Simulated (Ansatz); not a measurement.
Molecule: ScF (charge 0, singlet). 
Structure (B3LYP-D3(BJ)/def2-TZVP (Ansatz, a program for electronic structure) minimum search):
```
Sc
F 1 1.7930
```

Wanted: vertical ionisation energy (to the doublet state of charge +1; each state is the SCF solution reached for its spin; for the singlet the Hartree-Fock reference is unstable and T1 is 0.020), in eV. Valence correlation only, unless marked. Open shells are spin-unrestricted. Spin-orbit coupling is left out. The frozen core is the preceding noble-gas configuration, with the filled d and f shells of earlier blocks. Non-relativistic. Basis-set limits of correlation are two-point, X^-3; Hartree-Fock from the larger set.

```json
[
 {"level": "SVWN5/def2-TZVPD", "program": "Ansatz", "vertical ionisation energy (eV)": "…"},
 {"level": "PBE/def2-TZVPD", "program": "Ansatz", "vertical ionisation energy (eV)": "6.26"},
 {"level": "r2SCAN/def2-TZVPD", "program": "Ansatz", "vertical ionisation energy (eV)": "5.89"},
 {"level": "B3LYP/def2-TZVPD", "program": "Ansatz", "vertical ionisation energy (eV)": "…"},
 {"level": "PBE0/def2-TZVPD", "program": "Ansatz", "vertical ionisation energy (eV)": "6.08"},
 {"level": "BHLYP/def2-TZVPD", "program": "Ansatz", "vertical ionisation energy (eV)": "…"},
 {"level": "CAM-B3LYP/def2-TZVPD", "program": "Ansatz", "vertical ionisation energy (eV)": "6.25"},
 {"level": "wB97M-V/def2-TZVPD", "program": "Ansatz", "vertical ionisation energy (eV)": "6.25"},
 {"level": "wB97X-V/def2-TZVPD", "program": "Ansatz", "vertical ionisation energy (eV)": "…"},
 {"level": "CCSD/def2-SVPD", "program": "Ansatz", "vertical ionisation energy (eV)": "6.22"},
 {"level": "CCSD/def2-TZVPPD", "program": "Ansatz", "vertical ionisation energy (eV)": "6.37"},
 {"level": "CCSD/def2-QZVPPD", "program": "Ansatz", "vertical ionisation energy (eV)": "6.33"},
 {"level": "CCSD(T)/CBS(def2-TZVPPD,def2-QZVPPD)", "program": "Ansatz", "vertical ionisation energy (eV)": "6.39"}
]
```

Task: Fill in the missing entries.

Result: 
- SVWN5/def2-TZVPD, vertical ionisation energy (eV): 6.55
- B3LYP/def2-TZVPD, vertical ionisation energy (eV): 6.34
- BHLYP/def2-TZVPD, vertical ionisation energy (eV): 6.06
- wB97X-V/def2-TZVPD, vertical ionisation energy (eV): 6.00
